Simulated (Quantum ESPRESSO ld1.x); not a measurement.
One sound ld1.x (Quantum ESPRESSO 7.5) input for neutral helium gives E = -2.835 hartree in 26 iterations:

```
 &input
    zed=2.0,
    iswitch=1,
    rel=2,
    dft='PW',
    config='[He]',
    lsmall=.true.,
    prefix='ld1',
    max_out_wfc=37,
    file_charge='ld1.rho',
 /
```

Changed or added lines, one case at a time, and what came of them:

- config='[He] 2p-1': harmless. A negative occupation marks a state as unused; the result equals that of the sound run.
- tr2=1e-2: inaccurate. The cycle stops early, after 4 iterations, and the energy is off by -0.01911 hartree against the sound run.
- rel=1 relpert=.true.: refused. The program stops in ld1_readin with "perturbative SO-splitting for AE calculations with rel=0 only": the perturbative correction needs rel = 0.
- config='[He] 5g1': refused. The program stops in el_config with "l not found:G": the config string knows s, p, d and f alone.
- beta=0.95: harmless. The Broyden-type mixing copes: 8 iterations against 26, same energy.
- zed=0.0: crashed. The program stops in dirsol with "no classical turning point found": zed must lie above 0 and at most 103.
- beta=0.01: harmless. The cycle still converges, in 74 iterations against 26.
